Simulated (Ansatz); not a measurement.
CHO₂, doublet, geometry from GFN2-xTB; HF/def2-SVP (Ansatz, a first-principles code).

Input for Ansatz:
Ansatz 0.2 input:
```yaml
crystal:
  periodic: [false, false, false]
  atoms:
    - {symbol: O, position_ang: [-1.03300099, -0.39412693, -0.00168439]}
    - {symbol: C, position_ang: [-0.02709385, 0.41048045, -0.01284311]}
    - {symbol: O, position_ang: [1.15649400, 0.25596664, 0.00752085]}
    - {symbol: H, position_ang: [-0.82538098, -1.35760035, 0.03036691]}
basis:
  gaussian:
    orbitals: def2-SVP
hamiltonian:
  xc: hf
magnetization: {spin_polarized: true, initial_magnetization: 1}
accuracy: high
```

Problem. Write the output that Ansatz gives for this input, abridged.

Solution. 
```
Functional definition: HF
989 factors; integrals over basis functions are off by at most 3.2e-9 eV
mean field evaluation 1: about -5112.4421 eV, gradient 2.5e1 eV
mean field evaluation 2: about -5112.5086 eV, gradient 2.5e1 eV
mean field evaluation 4: about -5115.1146 eV, gradient 3.1e0 eV
mean field evaluation 8: about -5115.2090 eV, gradient 3.2e-1 eV
mean field evaluation 16: about -5115.2139 eV, gradient 1.0e-5 eV
mean field -5115.21390608 eV, -187.9806438320 hartree, gradient 2.5e-8 eV, S^2 0.762569; 0 other end points of the search recorded, 0 dependent functions left out
reference -5115.21390608 eV, -187.9806438320 hartree; 12, 11 occupied and 35, 36 virtual orbitals, 989 factors
Total energy: -5115.21390608 eV, -187.9806438320 hartree
```
